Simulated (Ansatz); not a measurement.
Reactions of `O[SiH](Cl)[GeH3]`.

Gas-phase electronic energies from Ansatz, PBE0-D4/def2-TZVP geometries. CCSD(T)/CBS is the MP2 limit (def2-TZVPP, def2-QZVPP) plus CCSD(T) − MP2 in def2-TZVPP, frozen cores. This one scheme is used for every species. Functionals use def2-TZVPP. For Ge outer-core shells are correlated without core-valence functions, which leaves a few kJ/mol of doubt a bond. Scalar relativity is left out up to krypton. One conformer a species, not always the lowest.

```
                                                             reaction  ωB97M-V (eV)  PBE0-D4 (eV)  r2SCAN-D4 (eV)  CCSD(T)/CBS(def2) (eV)
`O[SiH](Cl)[GeH3]` + `O[Si](O)(F)F` → `O[SiH](Cl)O[Si](O)(F)F` + GeH₄         -1.36         -1.21           -1.31                   -1.32
    `O[SiH](Cl)[GeH3]` + `N[SiH](O)O` → `O[SiH](O)N[SiH](O)Cl` + GeH₄         -0.87         -0.75           -0.81                   -0.82
     `O[SiH](Cl)[GeH3]` + `[OH][GeH3]` → `O[SiH](Cl)[O][GeH3]` + GeH₄         -1.37         -1.21           -1.31                   -1.34
                `O[SiH](Cl)[GeH3]` + SiH₄ → `O[SiH]([SiH3])Cl` + GeH₄          0.17          0.12            0.15                    0.17
    `O[SiH](Cl)[GeH3]` + `[OH][GeH3]` → `[OH][GeH2][SiH](O)Cl` + GeH₄         -0.05         -0.04           -0.05                   -0.03
```

Largest T1 diagnostic: 0.012, for `[OH][GeH2][SiH](O)Cl`.
